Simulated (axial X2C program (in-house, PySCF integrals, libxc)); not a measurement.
# CsS⁺: cheaper levels and CCSD(T), 2c

Computed with an in-house relativistic program for diatomic molecules. Two-component (2c) means X2C with spin–orbit coupling and atomic mean-field two-electron Coulomb and Gaunt terms. Basis: Cs dyall-cv3z [15s15p9d4f1g], S dyall-av3z [9s8p3d2f] (cores contracted in-house); Gaussian nuclei, density fitting, unrestricted open shells. Masses: Cs 132.905 u, S 31.972 u.

State: Ω = 1 (⟨Sz⟩ = 1.00, ⟨Lz⟩ = 0.00 at HF); fragments Cs+ + S.

| level | Re (Å) | ωe (cm⁻¹) | De (eV) |
| --- | --- | --- | --- |
| PBE0 | 3.711 | 78.4 | 0.243 |
| HF | 3.923 | 64.8 | 0.184 |
| MP2 | 3.737 | 79.2 | 0.211 |
| CCSD | 3.771 | 76.2 | 0.230 |
| PBE50 | 3.701 | 78.9 | 0.236 |

Correlated methods: 14 electrons correlated (number of frozen shells: Cs 4 s, 3 p, 2 d; S 2 s, 1 p), 296 virtual spin orbitals or spinors in MP2, 90 natural virtuals in coupled cluster.

CCSD(T), same Hamiltonian and basis:

Re = 3.757 Å, ωe = 77.4 cm⁻¹, De = 0.21 eV; T1 = 0.007 (Lee–Taylor normalisation).

**Question.** Give the differences from CCSD(T) in the columns below.

**Answer.** 

| level | ΔRe (Å) | Δωe (cm⁻¹) |
| --- | --- | --- |
| PBE0 | -0.046 | 1.0 |
| HF | 0.166 | -12.6 |
| MP2 | -0.020 | 1.8 |
| CCSD | 0.014 | -1.2 |
| PBE50 | -0.056 | 1.5 |

Occupations by symmetry block were frozen at the best pattern of an incomplete PBE0 search. Dissociation energies refer to the lowest single-determinant-based atoms at the same level and basis. Density functionals use the spin component along the axis (collinear). Coupled cluster ran in a truncated set of natural virtual spinors; the MP2 energy of the rest was added. (T) has no such correction and the atoms are truncated less, which lowers De at CCSD(T) by a hundredth of an eV or more. In 2c an atomic determinant is not the ground J level, so De misses part of the atomic spin–orbit lowering. This holds for PBE0, PBE50. Other states lie close and PBE0, whose exact exchange favours high spin, may order them wrongly; the determinant shown need not be the ground state. The nearest other 2c determinant of the search, Ω = 2, lies 0.30 eV up at the distance of the search. The functionals have no current-density term, which raises determinants with orbital currents, atoms included. With several unpaired electrons one determinant need not be a pure state. Open-shell Ω = 0 determinants with evenly filled partner blocks cannot be reached by this program, so the Ω shown need not be the lowest component. This is the Ω = 1 component of a π² triplet; the 0⁺ component is not one determinant and can lie lowest. The bond is weak, and without diffuse functions and with truncated virtuals even CCSD(T) can be tens of per cent off in De.
